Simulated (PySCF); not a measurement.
Spin states of BiH

Unrestricted PBE0; basis Bi def2-TZVP with ECP60, H def2-TZVP; scalar-relativistic core potentials; PySCF 2.14. Outer shells of the fragments: Bi 5d10 6s2 6p3; H 1s1.

Followed along the bond (rough minima from three points):

```json
{"2Ms+1": "3", "unpaired": "π ↑↑", "⟨S²⟩ at the start": "2.01", "R at minimum (Å)": "1.80", "Te (eV)": "0.00"}
{"2Ms+1": "1", "unpaired": "π ↑↓", "⟨S²⟩ at the start": "1.01", "R at minimum (Å)": "1.79", "Te (eV)": "0.32"}
{"2Ms+1": "1", "unpaired": "none", "⟨S²⟩ at the start": "0.00", "R at minimum (Å)": "1.79", "Te (eV)": "1.21"}
{"2Ms+1": "5", "unpaired": "σ ↑↑, π ↑↑", "⟨S²⟩ at the start": "6.00", "R at minimum (Å)": "none in the scan", "Te (eV)": "≤ 4.69"}
```

Solutions found at the starting distance of 1.780 Å, counted from the lowest of them; the search is not exhaustive and high or unbound solutions are not listed, so other states can lie among these:

| 2Ms+1 | unpaired | term | E (eV) | ⟨S²⟩ | ⟨Lz²⟩ | μ (D) |
| --- | --- | --- | --- | --- | --- | --- |
| 3 | π ↑↑ | ³Σ⁻ | 0.00 | 2.01 | 0.00 | -0.65 |
| 1 | π ↑↓ | mixed | 0.32 | 1.01 | 2.02 | -0.63 |
| 1 | none | mixed | 1.21 | 0.00 | 2.01 | -0.61 |
| 3 | σ ↑, π ↑ | ³Π | 3.70 | 2.01 | 1.01 | 0.75 |
| 1 | σ ↓, π ↑ | mixed | 3.88 | 1.01 | 1.01 | 0.76 |
| 3 | σ ↑, π ↑ | ³Π | 4.63 | 2.00 | 1.00 | -0.10 |
| 1 | σ ↓, π ↑ | mixed | 4.81 | 1.01 | 1.00 | 0.08 |
| 5 | σ ↑↑, π ↑↑ | ⁵Σ⁻ | 5.45 | 6.00 | 0.00 | 1.01 |
| 3 | σ ↑↑, π ↑↓ | mixed | 6.19 | 3.01 | 2.02 | 1.12 |
| 1 | σ ↓↓, π ↑↑ | mixed | 6.31 | 2.00 | 0.00 | 1.22 |

A term symbol is given only where ⟨S²⟩ and ⟨Lz²⟩ are close to those of a pure state; real π, δ and φ orbitals otherwise mix terms. A positive dipole means Bi(−)H(+).

Spin–orbit coupling is left out, which matters for elements this heavy, above all for dissociation energies. Counting both spins, an empty level lies below a filled one in some of these solutions, because spin and occupation are held.
